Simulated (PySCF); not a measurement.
# Electron correlation in S (sulfur, neutral)

[Ne] 3s1 3p4 4s1, high-spin 5P determinant (an excited configuration). All numbers are calculated (PySCF 2.14, no relativity, point nucleus, in aug-cc-pwCVTZ (8s7p5d3f, 75 functions)). Frozen: [Ne]; 6 electrons correlated.

```json
{"level": "CCSD", "correlation energy (mhartree)": "-142.81"}
{"level": "(T)", "correlation energy (mhartree)": "-12.65"}
{"level": "CCSD(T)", "correlation energy (mhartree)": "-155.46"}
```

Diagnostics: T1 = 0.021, D1 = 0.0491, largest double amplitude 0.203.

The outer electron is Rydberg-like, and this basis confines it to a smaller radius and binds it less than a complete one would. A double-excitation amplitude exceeds 0.15, a sign of near-degeneracy.

Cost of the coupled-cluster step: about 7 core-seconds, for 6 correlated electrons.

Iterations:

```
CC2 = 0
CCSD nocc = (np.int64(5), np.int64(1)), nmo = (70, 70)
frozen orbitals [[0, 1, 2, 3, 4], [0, 1, 2, 3, 4]]
max_cycle = 100
direct = 0
conv_tol = 1e-08
conv_tol_normt = 1e-06
diis_space = 8
diis_start_cycle = 0
Init t2, MP2 energy = -0.109250218058664
Init E_corr(UCCSD) = -0.109250218060631
cycle = 1  E_corr(UCCSD) = -0.133921133789642  dE = -0.0246709157  norm(t1,t2) = 0.297334
cycle = 2  E_corr(UCCSD) = -0.153137287865479  dE = -0.0192161541  norm(t1,t2) = 0.645788
cycle = 3  E_corr(UCCSD) = -0.128205139076497  dE = 0.0249321488  norm(t1,t2) = 1.39567
cycle = 4  E_corr(UCCSD) = -0.140549180005401  dE = -0.0123440409  norm(t1,t2) = 0.121176
cycle = 5  E_corr(UCCSD) = -0.14275720905899  dE = -0.00220802905  norm(t1,t2) = 0.14745
cycle = 6  E_corr(UCCSD) = -0.142476994510831  dE = 0.000280214548  norm(t1,t2) = 0.0308168
cycle = 7  E_corr(UCCSD) = -0.142804170597972  dE = -0.000327176087  norm(t1,t2) = 0.0135168
cycle = 8  E_corr(UCCSD) = -0.142736285006311  dE = 6.78855917e-05  norm(t1,t2) = 0.00827194
cycle = 9  E_corr(UCCSD) = -0.142806605724342  dE = -7.0320718e-05  norm(t1,t2) = 0.00195932
cycle = 10  E_corr(UCCSD) = -0.142805517473623  dE = 1.08825072e-06  norm(t1,t2) = 0.0012155
cycle = 11  E_corr(UCCSD) = -0.142809758688585  dE = -4.24121496e-06  norm(t1,t2) = 0.000829926
cycle = 12  E_corr(UCCSD) = -0.142808507752666  dE = 1.25093592e-06  norm(t1,t2) = 0.000140424
cycle = 13  E_corr(UCCSD) = -0.142808556814365  dE = -4.90616987e-08  norm(t1,t2) = 6.64487e-05
cycle = 14  E_corr(UCCSD) = -0.142807410218575  dE = 1.14659579e-06  norm(t1,t2) = 3.53994e-05
cycle = 15  E_corr(UCCSD) = -0.142807218799698  dE = 1.91418877e-07  norm(t1,t2) = 1.38519e-05
cycle = 16  E_corr(UCCSD) = -0.142807162774754  dE = 5.60249443e-08  norm(t1,t2) = 4.87873e-06
cycle = 17  E_corr(UCCSD) = -0.142807211358722  dE = -4.85839676e-08  norm(t1,t2) = 1.38541e-06
cycle = 18  E_corr(UCCSD) = -0.142807221704716  dE = -1.03459945e-08  norm(t1,t2) = 5.59783e-07
cycle = 19  E_corr(UCCSD) = -0.142807224883049  dE = -3.17833271e-09  norm(t1,t2) = 2.38043e-07
UCCSD converged
E(UCCSD) = -397.0477886464234  E_corr = -0.1428072248830489
UCCSD(T) correction = -0.0126475852311065
```
